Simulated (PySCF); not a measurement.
## A small calculation by hand: entropy of an ideal gas

O₂Si, SMILES [O][Si]=O (connectivity only; charge and spin as stated), charge -1, multiplicity 2.

Geometry: PBE-D3(BJ)/def2-TZVPD. The isomer is the one that the SMILES or the coordinates give; other isomers of the formula were not compared.

PBE-D3(BJ)/def2-TZVPD (PySCF 2.14.0) gives the harmonic wavenumbers 309, 889, 1156 cm⁻¹ and the rotational temperatures 5.3128, 0.3494, 0.3278 K. The molar mass is 60.08 g/mol, the symmetry number 2, the spin multiplicity 2.

Task: Work out the entropy at 298.15 K and 1 atm in the rigid-rotor, harmonic-oscillator model.

Result: 
Translation (Sackur–Tetrode at 1 atm): S = R[1.5 ln M + 2.5 ln T − 1.16487] = 159.8 J/(mol K).
Rotation: q = (√π/σ) T^1.5/√(θA θB θC) = 5850, S = R[ln q + 3/2] = 84.6 J/(mol K).
Vibration: with u = 1.4388 ν/T, each mode gives R[u/(e^u − 1) − ln(1 − e^−u)]:
```json
[
 {"ν (cm⁻¹)": "309", "modes": "1", "u": "1.49", "S (J/(mol K))": "5.72"},
 {"ν (cm⁻¹)": "889", "modes": "1", "u": "4.29", "S (J/(mol K))": "0.61"},
 {"ν (cm⁻¹)": "1156", "modes": "1", "u": "5.58", "S (J/(mol K))": "0.21"}
]
```
These are all the modes. Sum 6.5 J/(mol K).
Spin: R ln 2 = 5.8 J/(mol K).
Total 256.7 J/(mol K); the program's own thermochemistry gives 256.7. Translation makes up 62 % and vibration 3 %. Anharmonicity, hindered rotation and orbital degeneracy are left out.
